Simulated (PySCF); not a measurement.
Be(Br)(SeH) (BeBrHSe), SMILES [SeH][Be][Br].

Coordinates come from a B3LYP-D3(BJ)/def2-TZVP optimisation. The values are those of a single conformer.

These are M06-2X/def2-TZVPD (PySCF) values and carry that method's errors.

Symmetry labels are those of the subgroup Cs that the program uses (full group Cs).

Problem. List the valence orbital energies around the gap with their symmetry. (An estimate is asked for; the answer gives what the named calculation found.)

Solution. 
| orbital | symmetry | energy (eV) |
|---|---|---|
| HOMO−7 | A' | -23.42 |
| HOMO−6 | A' | -21.25 |
| HOMO−5 | A' | -12.46 |
| HOMO−4 | A' | -12.02 |
| HOMO−3 | A' | -10.33 |
| HOMO−2 | A" | -10.27 |
| HOMO−1 | A' | -10.18 |
| HOMO | A" | -8.58 |
| LUMO | A' | -0.45 |
| LUMO+1 | A' | -0.29 |
| LUMO+2 | A" | 0.23 |
| LUMO+3 | A' | 0.37 |
